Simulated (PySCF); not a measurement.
**H (hydrogen, neutral): UHF calculation**

Configuration: 1s1, 2S determinant. Calculation: PySCF 2.14, in dyall-acv3z; the non-relativistic Hamiltonian (point nucleus).

- Total energy: -0.499998 hartree
- One-electron energy: -0.5000 hartree
- Hartree (Coulomb) energy: 0.3125 hartree
- Exchange energy: -0.3125 hartree
- Kinetic energy: 0.49999 hartree
- ⟨S²⟩: 0.7500
- ⟨L²⟩: 0.000
- Sum of ⟨r⟩: 1.500 bohr
- Sum of ⟨r²⟩: 3.000 bohr²
- Density at the nucleus (Gaussians lack the cusp): 0.312 bohr⁻³
- Spin density at the nucleus: 0.312 bohr⁻³
- Langevin diamagnetic susceptibility: -2.38 ×10⁻⁶ cm³/mol

| shell | electrons | mean orbital energy (hartree) | rms radius, mean of both spins (bohr) |
| --- | --- | --- | --- |
| 1s α | 1 | -0.50000 | 1.73 |
